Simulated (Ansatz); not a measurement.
Coupled-cluster diagnostics for the cluster Ta3, Ansatz.

Geometry of the doublet (PBE0-D4/def2-TZVP):

```xyz
3

Ta   -0.009   -0.405   -1.345
Ta   -1.188   -0.173    0.786
Ta    1.197    0.578    0.559
```

In the def2 sets Ta takes a core potential; there is no spin–orbit coupling. Correlated methods freeze no core orbitals; core or outer-core shells of Ta are correlated, in sets that lack core-valence functions. The structure comes from a short search, and lower isomers may exist.

Geometry of the charge 0 quartet (PBE0-D4/def2-TZVP):

```
atom    x (Å)    y (Å)    z (Å)
 Ta1   0.8321  -1.0730  -0.2819
 Ta2  -1.2743   0.0799  -0.6576
 Ta3   0.4422   0.9931   0.9396
```

(1) Estimate the CCSD(T) correlation energy, the shares of MP2 and (T), T1 and the reference's ⟨S²⟩ for: charge 0, doublet, own geometry in def2-TZVP; charge 0, quartet, own geometry in def2-TZVP; and the rough time on 2 threads of AMD EPYC 7R43 on a shared host.

Answers

(1) 
```json
{"state": "charge 0, doublet, own geometry", "basis": "def2-TZVP", "correlation (eV)": "-27.323", "MP2 share (%)": "94.3", "(T) share (%)": "7.7", "T1": "0.108", "⟨S²⟩ (pure)": "4.53 (0.75)", "wall time": "86 s", "remarks": "large T1, spin-contaminated"}
{"state": "charge 0, quartet, own geometry", "basis": "def2-TZVP", "correlation (eV)": "-27.929", "MP2 share (%)": "89.6", "(T) share (%)": "8.2", "T1": "0.163", "⟨S²⟩ (pure)": "6.74 (3.75)", "wall time": "83 s", "remarks": "flagged by the program, large T1, spin-contaminated"}
```
Customary marks for T1 are 0.02 (closed shells), 0.045 (open shells) and about 0.05 (3d metals). T1 exceeds 0.02 in 2 of 2 rows and 0.045 in 2; the higher it lies, the less the single-reference result can be trusted.
